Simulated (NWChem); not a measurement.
Molecule: CH₄Se₂; SMILES C[Se][SeH]

```xyz
7

Se    -0.4315    -0.9340     0.0081
C      1.3747    -1.6660     0.0125
H      1.2585    -2.7582     0.0820
H      1.9337    -1.3010     0.8831
H      1.8992    -1.4120    -0.9174
Se     0.0355     1.3440     0.0304
H      0.1251     1.5279    -1.4330
```
Atoms are numbered in this order, from 1.

Results from NWChem. Coordinates come from a PBE0/def2-SVP optimisation. Ions are spin-unrestricted doublets at the neutral geometry; other ion states weren't tried.

Problem. What does the run give for PBE/def2-SVP? Quantities: vertical ionisation energy, ΔSCF (eV); −ε(HOMO) (eV).

Solution. 
```json
{
 "vertical ionisation energy, ΔSCF (eV)": "8.57",
 "−ε(HOMO) (eV)": "5.36"
}
```
